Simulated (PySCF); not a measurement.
## TbC: frontier orbitals

HSE06 at R = 2.018 Å; basis Tb x2c-SVPall, C x2c-SVPall; spin-free X2C with a Gaussian nucleus; PySCF 2.14. State: decet, about 8.1 electrons in the 4f shell (Mulliken), real f orbitals that mix terms. Only the outer orbitals are listed, counted within each symmetry.

```json
{"spin": "α", "orbital": "8π", "occ.": "1", "ε (eV)": "-5.86", "on Tb (%)": "33", "main shells (%)": "67 C p, 29 Tb d"}
{"spin": "α", "orbital": "15σ", "occ.": "1", "ε (eV)": "-5.85", "on Tb (%)": "31", "main shells (%)": "64 C p, 22 Tb d"}
{"spin": "α", "orbital": "8π", "occ.": "1", "ε (eV)": "-4.93", "on Tb (%)": "41", "main shells (%)": "59 C p, 37 Tb d"}
{"spin": "α", "orbital": "16σ", "occ.": "1", "ε (eV)": "-4.29", "on Tb (%)": "99", "main shells (%)": "75 Tb s, 17 Tb d"}
{"spin": "α", "orbital": "4δ", "occ.": "0", "ε (eV)": "-1.87", "on Tb (%)": "100", "main shells (%)": "98 Tb d"}
{"spin": "α", "orbital": "4δ", "occ.": "0", "ε (eV)": "-1.76", "on Tb (%)": "100", "main shells (%)": "100 Tb d"}
{"spin": "α", "orbital": "9π", "occ.": "0", "ε (eV)": "-1.49", "on Tb (%)": "96", "main shells (%)": "64 Tb p, 32 Tb d"}
{"spin": "β", "orbital": "13σ", "occ.": "1", "ε (eV)": "-10.94", "on Tb (%)": "19", "main shells (%)": "80 C s, 8 Tb d"}
{"spin": "β", "orbital": "3δ", "occ.": "1", "ε (eV)": "-7.56", "on Tb (%)": "100", "main shells (%)": "100 Tb f"}
{"spin": "β", "orbital": "7π", "occ.": "1", "ε (eV)": "-4.32", "on Tb (%)": "42", "main shells (%)": "58 C p, 30 Tb d"}
{"spin": "β", "orbital": "14σ", "occ.": "0", "ε (eV)": "-2.42", "on Tb (%)": "92", "main shells (%)": "76 Tb s, 13 Tb p"}
{"spin": "β", "orbital": "7π", "occ.": "0", "ε (eV)": "-2.36", "on Tb (%)": "52", "main shells (%)": "48 C p, 42 Tb d"}
{"spin": "β", "orbital": "15σ", "occ.": "0", "ε (eV)": "-1.87", "on Tb (%)": "64", "main shells (%)": "35 C p, 26 Tb f, 23 Tb d"}
```

Task: Which are the highest filled and the lowest empty level, where do they sit, and how wide is the gap?

Result: Highest filled α 16σ at -4.29 eV (in %: 75 Tb s, 17 Tb d); lowest empty β 14σ at -2.42 eV (in %: 76 Tb s, 13 Tb p); the gap at HSE06 is 1.87 eV.

The bond order (Mayer) is 2.27, the ⟨S²⟩ is 24.757 and the charge on Tb (Mulliken, basis-dependent) is 0.28. The charge on Tb (Löwdin, basis-dependent) is 0.11 and the dipole moment (positive dipole means Tb(−)C(+)) is -4.72 D.

Spin–orbit coupling is left out. The state is the lowest single determinant that the PBE0 search found; with open d or f shells the true ground state can be another one.
